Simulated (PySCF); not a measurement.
C₉H₈F₄.
Cartesian coordinates in Å at the PBE0-D3(BJ)/def2-SVP level; atoms count from 1:
```
atom  x, y, z in Å
C1    -3.459    0.673    0.789
C2    -2.374    1.243    0.248
C3    -1.048    0.637    0.143
C4    -0.036    1.322   -0.420
C5     1.355    0.813   -0.577
F6     1.719    0.889   -1.915
C7     1.528   -0.592   -0.085
C8     2.895   -1.194   -0.245
F9     3.031   -2.329    0.448
F10    3.836   -0.345    0.190
F11    3.175   -1.472   -1.518
C12    0.538   -1.279    0.492
C13   -0.839   -0.749    0.675
H14   -3.445   -0.333    1.217
H15   -4.413    1.203    0.821
H16   -2.457    2.256   -0.162
H17   -0.211    2.329   -0.808
H18    2.063    1.472   -0.039
H19    0.740   -2.288    0.861
H20   -1.554   -1.441    0.193
H21   -1.103   -0.785    1.748
```

NICS = −σ at a ghost point: NICS(0) at the centroid of the ring atoms, NICS(1) 1 Å to either side along the normal of their mean plane, zz for the tensor component along that normal. Level: GIAO PBE0/pcSseg-1 (PySCF, non-relativistic, gas phase) on the PBE0-D3(BJ)/def2-SVP geometry, one conformer.

Ring bond lengths (Å), with Mayer bond orders in brackets: C3–C4 1.345 (1.75), C4–C5 1.489 (1.06), C5–C7 1.499 (0.97), C7–C12 1.335 (1.83), C12–C13 1.487 (1.09), C13–C3 1.499 (1.03).

Task: What do the NICS probes read (ppm)?

Result: 
```
               ring                                                    type  NICS(0)  NICS(1), two faces  NICS(1)zz, two faces  rms pucker (Å)  centre to ring atoms, mean (Å)
C3–C4–C5–C7–C12–C13  6-membered carbocycle; formal bonds 2 double, 4 single      0.4         -1.6 / -2.9            2.2 / -0.5            0.01                            1.44
```

Task: What do they say, and how far can they be read as aromaticity?

Result: 
- C3–C4–C5–C7–C12–C13: mean NICS(1)zz 0.8 ppm, near zero. C5, C13 have four or more neighbours, so the value isn't read as a sign of a π ring current.

Task: At the second NICS(1) probe listed for ring C3–C4–C5–C7–C12–C13, 1 Å off the ring, how large is the induced field along the normal in 11.7 T applied along it?

Result: NICSzz × B0 = -0.5 ppm × 11.7 T = -6 μT, against the applied field.

Task: Give the inner angles of the rings and the Hirshfeld charges of the ring atoms.

Result: 
- C3–C4–C5–C7–C12–C13: C3 120.9° (+0.010 e), C4 125.0° (-0.053 e), C5 113.1° (+0.050 e), C7 122.6° (-0.052 e), C12 123.8° (-0.021 e), C13 114.5° (-0.062 e); sum 719.9° against 720° for a flat convex ring.

Task: What are the shieldings of the ring atoms and their hydrogens in the same run (means over atoms taken as equivalent)?

Result: 
| atoms | environment | σ isotropic (ppm) | principal values of the symmetric part, first atom (ppm) |
| --- | --- | --- | --- |
| C3 | fully substituted alkene carbon | 42.5 | -63.7, 29.8, 161.5 |
| C4 | alkene CH carbon | 50.7 | -45.8, 58.6, 139.4 |
| C5 | sp3 C–F carbon | 104.1 | 73.9, 85.7, 152.6 |
| C7 | fully substituted alkene carbon | 50.5 | -58.2, 67.4, 142.3 |
| C12 | alkene CH carbon | 45.0 | -67.2, 38.1, 164.0 |
| C13 | allylic carbon | 156.5 | 134.6, 163.2, 171.8 |
| H17 | vinylic hydrogen | 25.12 | 22.4, 24.9, 28.1 |
| H18 | methine hydrogen | 25.55 | 23.5, 24.9, 28.2 |
| H19 | vinylic hydrogen | 24.45 | 21.0, 22.9, 29.5 |
| H20 | methylene hydrogen | 28.27 | 23.3, 27.8, 33.7 |
| H21 | methylene hydrogen | 28.45 | 23.4, 27.8, 34.2 |

Task: How do the values depend on the level or the medium?

Result: 
| level | NICS(0), C3–C4–C5–C7–C12–C13 | mean NICS(1)zz, C3–C4–C5–C7–C12–C13 |
| --- | --- | --- |
| PBE0/pcSseg-1, gas | 0.4 | 0.8 |
| WP04/pcSseg-1, gas | 0.3 | 1.1 |

The geometry is the same throughout.
